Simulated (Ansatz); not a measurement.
A structure relaxed at PBE0-D4/def2-TZVP, charge 0, multiplicity 1:

Cartesian coordinates in Å:
```
O -0.1009 0.1072 -2.0540
B 0.1369 -0.4408 -0.8471
Si -0.2103 0.6373 0.8151
S -0.8721 -0.5139 2.4594
S 1.1253 0.2217 2.3994
H 0.0923 -0.4776 -2.7936
H 0.5530 -1.5608 -0.7332
H -0.7240 2.0269 0.7540
```

(1) Give its formula and SMILES.

(2) Point group (tolerance 0.08 Å, 0.16 Å for H)?

(3) Summarise the bond lengths by kind.

Answers

(1) BH3OS2Si, `OB[SiH]1SS1`.

(2) Cs.

(3) 1 × B–O 1.347 Å; 1 × H–O 0.962 Å; 1 × B–Si 2.011 Å; 1 × B–H 1.200 Å; 2 × S–Si 2.113 Å; 1 × H–Si 1.483 Å; 1 × S–S 2.129 Å.

Computed with Ansatz.
